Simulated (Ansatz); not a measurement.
Calculated with Ansatz (gas phase, PBE0-D4/def2-TZVP geometries, no zero-point term in ΔE). CCSD(T)/CBS is the MP2 limit (def2-TZVPP, def2-QZVPP) plus CCSD(T) − MP2 in def2-TZVPP, frozen cores. DFT in def2-TZVPP. For Se outer-core shells are correlated without core-valence functions, which leaves a few kJ/mol of doubt a bond. Scalar relativity is left out up to krypton. Each species was taken in one conformer, which may not be the lowest.

Consider the redistribution: `[OH][Al]([OH])[OH]` + `C[SiH2][SiH2][SeH]` → `[OH][Al]([OH])[SeH]` + `C[SiH2][SiH2]O`.

| species | ωB97M-V energy (Eh) |
| --- | --- |
| `[OH][Al]([OH])[OH]` | -470.12342 |
| `C[SiH2][SiH2][SeH]` | -3023.30253 |
| `[OH][Al]([OH])[SeH]` | -2796.28649 |
| `C[SiH2][SiH2]O` | -697.13589 |

Task: Work out ΔE.

Result: ΔE = (-2796.28649) + (-697.13589) − (-470.12342) − (-3023.30253) = 0.00357 Eh = +2.2 kcal/mol. CCSD(T)/CBS gives +2.6 kcal/mol.

Largest T1 diagnostic among the species: 0.012.

The D4 term adds +1.0 kcal/mol with B3LYP and +0.6 kcal/mol with PBE0; it sums over pairs of atoms, weighted by their polarisabilities, and B3LYP, whose exchange is more repulsive, gets the larger term. In def2-TZVPP, CCSD(T) changes the Hartree–Fock value by +2.7 kcal/mol (the triples alone add +0.2 kcal/mol) and MP2 by +3.3 kcal/mol.

B3LYP here is the variant with VWN-RPA as its local correlation; programs differ in this.
